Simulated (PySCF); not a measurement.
This PySCF input asks for the NMR shieldings of `CC1=C(C(C)C)CPC1`, C8H15P; the geometry comes from GFN2-xTB.

```python
import basis_set_exchange as bse
import numpy as np
from pyscf import gto, dft
from pyscf.prop import nmr

atoms = """
C     1.812092   -1.547417   -0.591535
C     1.323816   -0.185417   -0.218301
C     0.070044    0.234004   -0.065901
C    -1.180090   -0.590559   -0.213802
C    -1.775332   -0.908993    1.161547
C    -2.214054    0.111151   -1.095818
C    -0.075155    1.696457    0.277326
P     1.581841    2.264097    0.901273
C     2.389219    0.863977   -0.017640
H     2.488180   -1.475425   -1.443640
H     2.370546   -1.982762    0.237727
H     0.998727   -2.219970   -0.847416
H    -0.918052   -1.538920   -0.692940
H    -1.038282   -1.406911    1.787491
H    -2.637957   -1.563399    1.054814
H    -2.097056    0.000069    1.664458
H    -3.067226   -0.543469   -1.261001
H    -1.781806    0.363124   -2.061929
H    -2.572366    1.023804   -0.626213
H    -0.332854    2.275591   -0.617207
H    -0.846278    1.889562    1.025050
H     1.483260    1.545856    2.105447
H     3.254354    0.486178    0.531623
H     2.752694    1.229136   -0.985857
"""
names = dict.fromkeys(["C", "P", "H"], "pcSseg-1")
basis = {el: gto.basis.parse(bse.get_basis(n, elements=[el], fmt="nwchem")) for el, n in names.items()}
mol = gto.M(atom=atoms, basis=basis, charge=0, verbose=0)
mf = dft.RKS(mol, xc="PBE0")
mf.grids.level = 2
mf.grids.alignment = dft.numint.BLKSIZE   # the property module wants whole blocks of grid points
mf.conv_tol = 1e-9
mf.kernel()

calc = nmr.RKS(mf)   # GIAO
C = mf.mo_coeff
Co = C[:, mf.mo_occ > 0]
resp = mf.gen_response(singlet=True, hermi=2)
def vind(x):   # induced exchange potential for any number of trial vectors
    d = np.einsum("pi,xij,qj->xpq", C, 2 * x.reshape(-1, C.shape[1], Co.shape[1]), Co, optimize=True)
    return np.einsum("xpq,pi,qj->xij", resp(d - d.transpose(0, 2, 1)), C, Co, optimize=True).ravel()
mo1, _ = nmr.rhf.solve_mo1(calc, with_cphf=vind)
sigma = calc.kernel(mo1)
for i, s in enumerate(sigma):   # ppm
    w = np.linalg.eigvalsh((s + s.T) / 2)
    print("%2d %-2s iso %8.1f  s11 %8.1f  s22 %8.1f  s33 %8.1f" % (i, mol.atom_pure_symbol(i), w.mean(), *w))
```

Q: Give the expected output.

A: 
```
 0 C  iso    168.6  s11    152.5  s22    167.1  s33    186.2
 1 C  iso     47.1  s11    -45.3  s22     50.0  s33    136.6
 2 C  iso     35.8  s11    -63.6  s22     42.6  s33    128.3
 3 C  iso    154.1  s11    141.0  s22    159.2  s33    162.2
 4 C  iso    163.5  s11    142.9  s22    159.7  s33    187.8
 5 C  iso    164.0  s11    151.3  s22    155.3  s33    185.3
 6 C  iso    155.9  s11    129.1  s22    159.9  s33    178.6
 7 P  iso    400.1  s11    326.8  s22    417.5  s33    456.0
 8 C  iso    148.6  s11    114.9  s22    148.8  s33    182.2
 9 H  iso     30.1  s11     25.5  s22     28.0  s33     36.8
10 H  iso     29.9  s11     26.0  s22     27.5  s33     36.3
11 H  iso     29.4  s11     24.0  s22     30.6  s33     33.8
12 H  iso     28.9  s11     24.7  s22     28.6  s33     33.5
13 H  iso     30.8  s11     26.2  s22     29.4  s33     36.8
14 H  iso     30.6  s11     26.5  s22     27.6  s33     37.8
15 H  iso     30.6  s11     26.6  s22     30.2  s33     34.8
16 H  iso     30.6  s11     26.3  s22     27.8  s33     37.7
17 H  iso     30.7  s11     26.5  s22     28.5  s33     37.3
18 H  iso     30.6  s11     26.5  s22     30.6  s33     34.8
19 H  iso     29.2  s11     23.5  s22     29.2  s33     34.9
20 H  iso     29.3  s11     23.9  s22     29.8  s33     34.3
21 H  iso     28.7  s11     25.0  s22     26.7  s33     34.4
22 H  iso     29.5  s11     24.8  s22     28.3  s33     35.5
23 H  iso     29.1  s11     24.7  s22     27.5  s33     35.1
```

These numbers come from an equivalent density-fitted implementation of the same equations, which agrees with the script to about 0.01 ppm for H and up to a few tenths of a ppm for heavy atoms, so last digits may differ.

Size and cost of the density-fitted run: 235 basis functions, 81 s wall time on 1 thread of an Arm Neoverse V1, shared host; peak memory 1.1 GiB.
